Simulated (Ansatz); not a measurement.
Geometry optimisation, RKS PBE/def2-SVP in Ansatz.

The input (input.yaml):

```yaml
crystal:
  periodic: [false, false, false]
  atoms:
    - { symbol: O, position_ang: [-1.2694, 1.1064, -0.4398] }
    - { symbol: C, position_ang: [-0.3032, 1.0966, 0.5071] }
    - { symbol: Si, position_ang: [0.0515, -0.6777, 0.932] }
    - { symbol: Sb, position_ang: [1.0405, -1.8832, -1.0822] }
    - { symbol: H, position_ang: [-0.8855, 0.9817, -1.3488] }
    - { symbol: H, position_ang: [0.6218, 1.6192, 0.1383] }
    - { symbol: H, position_ang: [-0.6152, 1.6233, 1.4291] }
    - { symbol: H, position_ang: [-1.0974, -1.3264, 1.4207] }
    - { symbol: H, position_ang: [1.1085, -0.6872, 2.0465] }
    - { symbol: H, position_ang: [-0.52068, -2.21511, -1.69417] }
    - { symbol: H, position_ang: [1.07303, -3.40155, -0.0925] }
basis:
  gaussian: { orbitals: def2-SVP }
hamiltonian:
  xc: pbe
relax:
  f_tol: 0.015
  max_steps: 40
output:
  orbitals: {}
```

Run as:

```bash
$ ansatz run input.yaml --threads 2 --pin off --max-ram 3072MiB --backend cpu --events-out ev --progress --plain --runs-dir out
```

Q: Where does it end, and by what steps?

A: It did not converge within its limit. After 39 steps the energy has fallen by 0.462 eV; H11 moved furthest, 2.07 Å.

```tsv
step	energy less start (eV)	largest force component (eV/Å)	accepted
0	0.0000	2.869	yes
2	-0.2950	1.017	yes
4	-0.4002	0.141	yes
6	-0.4036	0.117	yes
8	-0.4077	0.156	yes
10	-0.4178	0.070	yes
12	-0.4237	0.039	yes
14	-0.4267	0.260	no
16	-0.4326	0.054	yes
18	-0.4343	0.030	yes
20	-0.4359	0.107	yes
22	-0.4373	0.064	yes
24	-0.4381	0.015	yes
26	-0.4389	0.050	yes
28	-0.4395	0.020	yes
30	-0.4396	0.193	no
32	-0.4414	0.095	yes
34	-0.4418	0.164	yes
36	-0.4461	0.023	yes
38	-0.4519	0.169	yes
39	-0.4624	0.065	yes
```

```xyz
11
Properties=species:S:1:pos:R:3
O -1.502 0.600 -0.490
C -0.433 0.912 0.390
Si 0.346 -0.642 1.217
Sb 1.050 -2.367 -0.625
H -1.148 -0.018 -1.162
H 0.380 1.510 -0.095
H -0.844 1.560 1.195
H -0.644 -1.334 2.117
H 1.550 -0.275 2.051
H 1.081 -1.082 -1.803
H -0.632 -2.628 -0.979
```

Time of the run: 92 s on 2 threads of Arm Neoverse V1 (shared host), peak memory 0.15 GiB.
